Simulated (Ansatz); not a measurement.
Basis-set extrapolation for CH8AlBOSi (`[BH2][AlH][O][SiH2]C`) (PBE0-D4/def2-TZVP geometry, frozen core, Ansatz 0.2.0). Multiplicity 1, RHF reference.

|  | def2-TZVPP | def2-QZVPP |
| --- | --- | --- |
| HF | -673.078679 | -673.102567 |
| MP2 correlation | -0.709039 | -0.760732 |
| CCSD(T) correlation | -0.795340 | not run |

Energies in hartree. Use E(X) = E(∞) + A·exp(−7.88·√X) for Hartree–Fock and E(X) = E(∞) + B·X^(−2.97) for correlation, with X = 3 and 4, and add CCSD(T) minus MP2 of the smaller set to the MP2 limit.

Q: What is the CCSD(T) energy at the basis-set limit?

A: HF limit: -673.102567 + (-0.023888) × 0.13774 = -673.10586. MP2 limit: -0.760732 + (-0.051693) × 0.74074 = -0.79902. Higher-order term: -0.795340 − (-0.709039) = -0.08630. Total: -673.99118 hartree, 307.6 kJ/mol below CCSD(T)/def2-TZVPP.
